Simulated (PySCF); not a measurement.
One of the candidates below gave these computed data.

All candidates are C3H10SSi2.

* UV, first state: lowest singlet excitation: 5.47 eV (227 nm, f = 0.010) [TDDFT wB97X-D/def2-SVPD]
* Dipole: 1.98 D [wB97X-D/def2-SVPD]
* Triplet: lowest triplet excitation (Tamm–Dancoff): 5.16 eV [TDA wB97X-D/def2-SVPD]
* 13C NMR: chemical shifts (computed TMS as zero) by class: 34.5 (1 C), 28.2 (1 C), 6.9 (1 C) ppm [GIAO PBE0/pcSseg-1]
* Rotational structure: rotational constants A, B, C: 2.982, 1.174, 1.089 GHz [GFN2-xTB]
* 1H NMR: chemical shifts (computed TMS as zero) by class: 4.94 (1 H), 4.78 (1 H), 4.65 (3 H), 3.05 (1 H), 2.81 (1 H), 2.38 (1 H), 1.41 (1 H), 1.31 (1 H) ppm [GIAO PBE0/pcSseg-1]
* Polarisability: 106.5 au [wB97X-D/def2-SVPD]

Electronic properties: PySCF, gas phase, density fitting. Levels stand in brackets. Geometry: GFN2-xTB, one conformer, isolated molecule. Each NMR value is the plain mean over a class of atoms that symmetry, rotation or inversion makes alike.

Question: Which candidate is it?
A. `CS[SiH2]/C=C\[SiH3]`
B. `C/C=C/[SiH2]S[SiH3]`
C. `[SiH3]S[C@H]1CC[SiH2]1`

Answer: C. It is `[SiH3]S[C@H]1CC[SiH2]1`. Numbering: `[SiH3:1][S:2][C@H:3]1[CH2:4][CH2:5][SiH2:6]1`. Its formula, C3H10SSi2, gives 1 degree of unsaturation: 1 ring and 0 π bonds in the structure found. 3 carbons fall into 3 classes; from least to most shielded: four-membered-ring carbon [C4] (34.5 ppm), ring sp3 carbon bound to sulfur [C3] (28.2 ppm), ring sp3 carbon bound to silicon [C5] (6.9 ppm). Hydrogen classes from least to most shielded: 1 H on an SiH2 silicon, Si6 (4.94 ppm), 1 H on an SiH2 silicon, Si6 (4.78 ppm), 3 H on an SiH3 silicon, Si1 (4.65 ppm), 1 H on an sp3 carbon bound to sulfur, C3 (3.05 ppm), 1 H on a four-membered-ring carbon, C4 (2.81 ppm), 1 H on a four-membered-ring carbon, C4 (2.38 ppm), 1 H on an sp3 carbon bound to silicon, C5 (1.41 ppm), 1 H on an sp3 carbon bound to silicon, C5 (1.31 ppm). The optimised geometry has point group C1 and is an asymmetric top.

The others, at the same levels:
- `C/C=C/[SiH2]S[SiH3]` fails: its computed 13C shifts are 157.7 (1 C), 132.3 (1 C), 26.8 (1 C) ppm, 1H shifts are 6.53 (1 H), 5.82 (1 H), 5.04 (2 H), 4.57 (3 H), 2.02 (3 H) ppm and rotational constant A is 2.754 GHz (against 2.982 GHz).
- `CS[SiH2]/C=C\[SiH3]` fails: its computed 13C shifts are 155.6 (1 C), 150.6 (1 C), 13.9 (1 C) ppm, 1H shifts are 7.30 (1 H), 7.14 (1 H), 4.99 (2 H), 4.17 (3 H), 1.98 (3 H) ppm and smallest rotational constant is 0.850 GHz (against 1.089 GHz).

Each candidate is one conformer, not necessarily the lowest. The conformers computed, where there is a choice (atom-mapped SMILES and torsion angles):
- `[SiH3:1][S:2][C@H:3]1[CH2:4][CH2:5][SiH2:6]1`: Si1–S2–C3–C4 -70°
- `[CH3:1]/[CH:2]=[CH:3]/[SiH2:4][S:5][SiH3:6]`: C2–C3–Si4–S5 137°, C3–Si4–S5–Si6 -60°
- `[CH3:1][S:2][SiH2:3]/[CH:4]=[CH:5]\[SiH3:6]`: C1–S2–Si3–C4 -60°, S2–Si3–C4–C5 105°
